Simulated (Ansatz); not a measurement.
This geometry of CH5B2FIN (11 atoms, charge 0, multiplicity 1) is a first-order saddle point.

Computed with Ansatz, RKS r2SCAN-D4/def2-SVP.

```xyz
11
Properties=species:S:1:pos:R:3
B -0.462 -1.682 0.388
B 0.174 -0.165 -0.063
N 1.545 0.101 -0.052
C -0.742 1.053 -0.521
F -0.055 2.055 -1.142
I -1.516 1.801 1.435
H -1.497 -1.814 0.999
H 0.120 -2.706 0.098
H 1.920 1.019 -0.274
H 2.245 -0.573 0.233
H -1.668 0.854 -1.080
```

Task: Which two structures does it join? (They come from a converged band through this point; their orientation in space is the band's.)

Result: No bond is made or broken. The dihedral H8–B1–B2–N3 goes from -139 to 34°. The two ends are copies of one structure, up to a mirror image or an exchange of like atoms.

First end point:

```xyz
11
Properties=species:S:1:pos:R:3
B -0.622 -1.424 0.492
B 0.333 -0.149 -0.106
N 1.698 0.106 0.023
C -0.587 0.998 -0.699
F -0.071 2.228 -0.885
I -1.962 0.867 1.129
H -0.396 -1.956 1.558
H -1.482 -1.936 -0.194
H 2.130 0.972 -0.284
H 2.337 -0.533 0.481
H -1.314 0.769 -1.494
```

Last end point:

```xyz
11
Properties=species:S:1:pos:R:3
B -0.624 -1.422 0.496
B 0.335 -0.150 -0.101
N 1.701 0.107 0.022
C -0.586 0.997 -0.695
F -0.072 2.229 -0.874
I -1.975 0.861 1.119
H -1.478 -1.934 -0.197
H -0.409 -1.951 1.566
H 2.130 0.973 -0.288
H 2.345 -0.533 0.471
H -1.302 0.766 -1.499
```

Task: How far does it lie above each of them?

Result: 0.166 eV above the first and 0.166 eV above the second. This is the barrier of this one path; another mechanism may lie lower.

The run took 19 min on 2 threads of Arm Neoverse N1, on a shared host, peak memory 0.22 GiB.
